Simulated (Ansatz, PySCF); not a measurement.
C2H3AlBrF, SMILES C=[CH][Al]([F])[Br].

Geometry optimised at B3LYP-D3(BJ)/def2-SVP. The structure was generated by enumeration; whether it is a known compound was not checked. Other conformers were not sampled.

Vertical ionisation energy (IE) and electron affinity (EA) in eV. Rows of orbital energies are one-electron estimates. Where ΔSCF, EOM or ADC give a negative EA the extra electron is unbound and the value depends on the basis.

| level | IE | EA |
|---|---|---|
| −ε(HOMO), −ε(LUMO), PBE0/def2-TZVP (PySCF) | (withheld) | (withheld) |
| −ε(HOMO), −ε(LUMO), PBE/def2-TZVP (PySCF) | 7.35 | 2.47 |
| ΔSCF, CAM-B3LYP/def2-SVPD (Ansatz), final states of multiplicity 2 and 2 | 10.74 | -0.08 |
| ΔSCF, PBE/def2-SVPD (Ansatz), final states of multiplicity 2 and 2 | 10.27 | 0.08 |

Q: Complete the blanks. (The exact figures need the calculation; the answer reports its results.)

A: 
- −ε(HOMO), −ε(LUMO), PBE0/def2-TZVP (PySCF), IE: 8.48
- −ε(HOMO), −ε(LUMO), PBE0/def2-TZVP (PySCF), EA: 1.59

Q: What vertical singlet–triplet gap does ΔSCF give with CAM-B3LYP/def2-SVPD (Ansatz, a quantum-chemistry and plane-wave program) and with PBE/def2-SVPD (Ansatz)? (An estimate is asked for; the answer gives what the named calculation found.)

A: 4.01 and 4.06 eV (triplet above singlet where positive).
